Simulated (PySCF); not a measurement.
Nuclear quadrupole coupling in `COCc1ccncc1`

Species: C₇H₉NO.
Z-matrix (Å and degrees, PBE0-D3(BJ)/def2-SVP geometry), rows numbered from 1:
```
C 
O   1  1.3931
C   2  1.3898  1  113.59
C   3  1.5013  2  110.76  1   179.18
C   4  1.3937  3  121.67  2    -4.04
C   5  1.3951  4  118.66  3  -179.55
N   6  1.3295  5  123.93  4     0.06
C   7  1.3315  6  117.18  5    -0.08
C   8  1.3920  7  123.70  6     0.02
H   1  1.1081  2  111.95  3    61.10
H   1  1.0986  2  107.88  3  -179.56
H   1  1.1082  2  111.95  3   -60.19
H   3  1.1118  2  110.87  1    58.19
H   3  1.1113  2  111.02  1   -59.40
H   5  1.0904  4  119.88  3     0.61
H   6  1.0966  5  119.72  4  -179.94
H   8  1.0965  7  116.43  6  -179.91
H   9  1.0937  4  121.00  3    -0.59
```

Field gradients from the PBE0/pcSseg-1 density (PySCF, non-relativistic), principal values in atomic units, ordered |Vxx| ≤ |Vyy| ≤ |Vzz|:

| atom | Vxx | Vyy | Vzz |
| --- | --- | --- | --- |
| O2 | 0.0182 | 2.0173 | -2.0356 |
| N7 | 0.3652 | 0.7581 | -1.1233 |

**Question.** Find the asymmetry η = (Vxx − Vyy)/Vzz and the couplings χ = eQV/h (234.96 MHz × Q in barn × V in au), with Q(17O) = −0.0256 b, Q(14N) = 0.02044 b.

**Answer.** 
```
atom             environment  nucleus     η  χzz (MHz)  χxx (MHz)  χyy (MHz)
  O2            ether oxygen      17O  0.98      12.24      -0.11     -12.13
  N7  pyridine-type nitrogen      14N  0.35      -5.39       1.75       3.64
```

At O2 η is above 0.9: Vyy and Vzz are nearly equal in size and opposite in sign, so a small change could swap them and flip the sign of χzz. The tensor is traceless: Vxx + Vyy + Vzz = 0.

**Question.** What is Vzz at O2 in SI units (1 au = 9.71736 × 10²¹ V/m²)?

**Answer.** -2.0356 au = -19.780 × 10²¹ V/m².

**Question.** And the gradient at the other heavy atoms, for which no coupling is worked out here?

**Answer.** 
```tsv
atom	environment	Vzz (au)	η
C1	methoxy carbon	0.365	0.11
C3	sp3 carbon bound to oxygen	0.317	0.14
C4	substituted aromatic carbon	0.371	0.34
C5	aromatic CH carbon	0.309	0.10
C6	aromatic CH next to a ring nitrogen	0.340	0.34
C8	aromatic CH next to a ring nitrogen	0.330	0.34
C9	aromatic CH carbon	0.264	0.31
```

**Question.** What couplings would deuterons (Q(2H) = 0.00286 b) have in place of the hydrogens, at this geometry?

**Answer.** 
```tsv
atom	bonded to	bond length (Å)	Vzz (au)	η	χzz (kHz)
H10	C1	1.108	0.2704	0.09	182
H11	C1	1.099	0.2879	0.07	193
H12	C1	1.108	0.2703	0.09	182
H13	C3	1.112	0.2618	0.09	176
H14	C3	1.111	0.2626	0.09	176
H15	C5	1.090	0.3033	0.05	204
H16	C6	1.097	0.2934	0.06	197
H17	C8	1.096	0.2937	0.06	197
H18	C9	1.094	0.3019	0.08	203
```

The structure is a single PBE0-D3(BJ)/def2-SVP conformer in the gas phase; no vibrational or solvent corrections. With so small a basis the couplings can be 20 % off.
